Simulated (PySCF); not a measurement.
**A search over the determinants of ZnC**

Unrestricted PBE0; PySCF, spin-free X2C with a Gaussian nucleus, basis sets Zn x2c-TZVPPall, C x2c-TZVPPall. Outer shells of the fragments: Zn 3d10 4s2; C 2s2 2p2.

Followed along the bond (rough minima from three points):

```json
{"2Ms+1": "3", "unpaired": "π ↑↑", "⟨S²⟩ at the start": "2.24", "R at minimum (Å)": "1.97", "Te (eV)": "0.00"}
{"2Ms+1": "1", "unpaired": "π ↑↓", "⟨S²⟩ at the start": "1.01", "R at minimum (Å)": "1.97", "Te (eV)": "0.45"}
{"2Ms+1": "3", "unpaired": "σ ↑, π ↑", "⟨S²⟩ at the start": "2.01", "R at minimum (Å)": "none in the scan", "Te (eV)": "≤ 1.12"}
{"2Ms+1": "1", "unpaired": "σ ↓, π ↑", "⟨S²⟩ at the start": "1.01", "R at minimum (Å)": "none in the scan", "Te (eV)": "≤ 1.29"}
```

Solutions found at the starting distance of 1.900 Å, counted from the lowest of them; the search is not exhaustive and high or unbound solutions are not listed, so other states can lie among these:

| 2Ms+1 | unpaired | term | E (eV) | ⟨S²⟩ | ⟨Lz²⟩ | μ (D) |
| --- | --- | --- | --- | --- | --- | --- |
| 3 | π ↑↑ | ³Σ⁻ | 0.00 | 2.24 | 0.00 | -2.87 |
| 1 | π ↑↓ | mixed | 0.45 | 1.01 | 2.01 | -3.22 |
| 3 | σ ↑, π ↑ | ³Π | 1.30 | 2.01 | 1.00 | -0.66 |
| 1 | σ ↓, π ↑ | mixed | 1.46 | 1.01 | 1.00 | -0.79 |
| 1 | none | mixed | 1.69 | 0.00 | 2.00 | -3.36 |
| 3 | σ ↑↑, π ↑↓ | mixed | 2.05 | 3.01 | 2.01 | -1.85 |

A term symbol is given only where ⟨S²⟩ and ⟨Lz²⟩ are close to those of a pure state; real π, δ and φ orbitals otherwise mix terms. A positive dipole means Zn(−)C(+).
